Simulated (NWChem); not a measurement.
CdBrF; SMILES [Br][Cd][F]

Program: NWChem. This build's default masses of Se (78.918 u) and Br (79.917 u) are each other's, which moves their modes by up to 0.6 %. def2 effective core potentials on Cd; no spin-orbit coupling. Each level has its own optimisation; frequencies are unscaled.

```csv
level,r Cd–F (Å),r Br–Cd (Å),highest harmonic frequency (cm⁻¹),lowest (cm⁻¹),zero-point energy (kcal/mol)
"LDA (Slater exchange, VWN5)/def2-SVP",1.905,2.353,642,110,1.6
PBE/def2-SVP,[?],2.405,[?],101,1.5
PBE0/def2-SVP,1.928,2.391,626,103,1.4
```

Question: Fill in the missing entries.

Answer: 
- PBE/def2-SVP, r Cd–F (Å): 1.942
- PBE/def2-SVP, highest harmonic frequency (cm⁻¹): 601
